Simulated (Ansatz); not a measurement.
Frontier orbitals of `B[SiH2]C(O)F`.

Total charge 0; spin multiplicity 1. The geometry is a stationary point of PBE0-D4/def2-TZVP. It is one conformer, not always the lowest. Basis def2-TZVPP, the Gaussian-basis code of Ansatz.

```json
{"functional": "LDA (SPW92)", "HOMO (eV)": "-6.87", "LUMO (eV)": "-3.72", "gap (eV)": "3.15"}
{"functional": "PBE", "HOMO (eV)": "-6.76", "LUMO (eV)": "-3.44", "gap (eV)": "3.32"}
{"functional": "revPBE", "HOMO (eV)": "-6.71", "LUMO (eV)": "-3.32", "gap (eV)": "3.39"}
{"functional": "B97M-V", "HOMO (eV)": "-7.18", "LUMO (eV)": "-3.25", "gap (eV)": "3.93"}
{"functional": "PBE0", "HOMO (eV)": "-8.17", "LUMO (eV)": "-2.42", "gap (eV)": "5.75"}
{"functional": "BHLYP", "HOMO (eV)": "-9.48", "LUMO (eV)": "-1.33", "gap (eV)": "8.15"}
{"functional": "CAM-B3LYP", "HOMO (eV)": "-9.60", "LUMO (eV)": "-1.28", "gap (eV)": "8.32"}
{"functional": "ωB97M-V", "HOMO (eV)": "-10.42", "LUMO (eV)": "-0.45", "gap (eV)": "9.97"}
```

Against PBE, PBE0 changes HOMO and LUMO by −1.41 and +1.02 eV, ωB97M-V by −3.66 and +2.99 eV. A gap of 3.32 eV thus becomes 9.97 eV for the same molecule, so an orbital gap means little without its functional.
